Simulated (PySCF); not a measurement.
# How methods differ on the excitation energy of Al

Al [Ne] 3s2 3p1 (2P) → Al [Ne] 3s2 4s1 (2S), as a difference of total energies. Computed with PySCF 2.14 in aug-cc-pVDZ-DK (5s4p2d, 27 functions), with scalar relativity by spin-free X2C-1e. Correlated levels: valence: [Ne] frozen. The calculations carry no spin-orbit coupling.

```csv
method,excitation energy (eV),error (eV)
UHF,3.067,-0.066
LDA,3.128,-0.005
PBE,3.168,+0.035
PBE0,3.222,+0.089
r2SCAN,3.378,+0.245
M06,3.002,-0.131
TPSSh,3.317,+0.184
B3LYP,3.174,+0.041
MP2 (valence),3.074,-0.059
SCS-MP2 (valence),3.073,-0.060
```

Reference: 3.133 eV (measured; NIST levels, between the centres of gravity of the two terms).

Errors of the correlated levels include the incompleteness of this basis and the frozen core.
